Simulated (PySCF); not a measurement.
Metal–ligand bonds in Zn(CH3)1–Y. Isolated molecules, 0 K electronic values unless said otherwise. One relaxed conformer stands for each flexible species; it need not be the lowest. Multiplicities are imposed; where one is given, others were not computed. Strings in code marks are SMILES.

The numbers are results of PySCF with B3LYP-D3(BJ)/def2-TZVP // PBE-D3(BJ)/def2-SVP, not measurements. All candidates: neutral, multiplicity 1. B3LYP has the VWN-RPA correlation part, as in Gaussian. 

- LUMO: -0.65 eV
- HOMO–LUMO gap: 6.20 eV
- HOMO: -6.84 eV

Task: Name which member has these values.
A. [Zn(CH3)2]
B. [Zn(CH3)(Br)]
C. [Zn(CH3)(SH)]
D. [Zn(CH3)(Cl)]

Result: C, [Zn(CH3)(SH)]. The others give [Zn(CH3)(Cl)]: -0.86 eV, 7.50 eV, -8.36 eV; [Zn(CH3)(Br)]: -0.94 eV, 6.94 eV, -7.87 eV; [Zn(CH3)2]: -0.10 eV, 6.85 eV, -6.95 eV
